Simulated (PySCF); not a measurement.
Two-component Hartree-Fock for Cd⁺ (cadmium, charge +1)

Start: [Kr] 4d10 5s1; 5s1/2 filled at m_j = +1/2. Calculated with PySCF 2.14 in x2c-SVPall-2c with one added diffuse shell each of s, p, d type (7s10p7d1f, 79 functions): generalised Hartree-Fock with the X2C-1e Hamiltonian and a Gaussian nucleus; one run each with spin-orbit coupling (SO) switched off, then screened by Boettger's factors.

```
spinor shell  electrons  ε, spin-free (eV)  ε, screened SO (eV)  weight of nominal j (screened SO)  rms radius, screened SO (bohr)
       1s1/2          2           -26849.5             -26847.5                              1.000                          0.0349
       2s1/2          2            -4080.2              -4079.6                              1.000                           0.142
       2p1/2          2            -3655.9              -3789.4                              1.000                           0.124
       2p3/2          4            -3655.9              -3594.4                              1.000                           0.128
       3s1/2          2            -805.31              -805.18                              1.000                           0.381
       3p1/2          2            -662.39              -687.02                              1.000                           0.376
       3p3/2          4            -662.39              -651.00                              1.000                           0.387
       3d3/2          4            -439.19              -443.42                              1.000                           0.362
       3d5/2          6            -439.19              -436.25                              1.000                           0.365
       4s1/2          2            -137.63              -137.61                              1.000                           0.942
       4p1/2          2            -93.386              -97.621                              1.000                            1.01
       4p3/2          4            -93.386              -91.438                              1.000                            1.05
       4d3/2          4            -28.248              -28.746                              0.993                            1.36
       4d5/2          6            -28.248              -27.917                              0.995                            1.38
       5s1/2          1            -15.697              -15.700                              1.000                            2.98
```

```tsv
quantity	spin-free	screened SO
E (hartree)	-5589.99324	-5591.08600
M_J	1/2	1/2
⟨J²⟩	0.751	0.751
⟨L²⟩	0.000	0.016
⟨S²⟩	0.751	0.767
```

Breit and QED terms are absent; they matter most for the inner s and p1/2 levels.

Densities and radii are taken from the X2C orbitals without a picture-change correction, which distorts them close to the nucleus.

Without spin-orbit coupling the j labels of p, d and f shells carry no meaning; the spin-free column gives the mean over the occupied spinors of each nl shell.
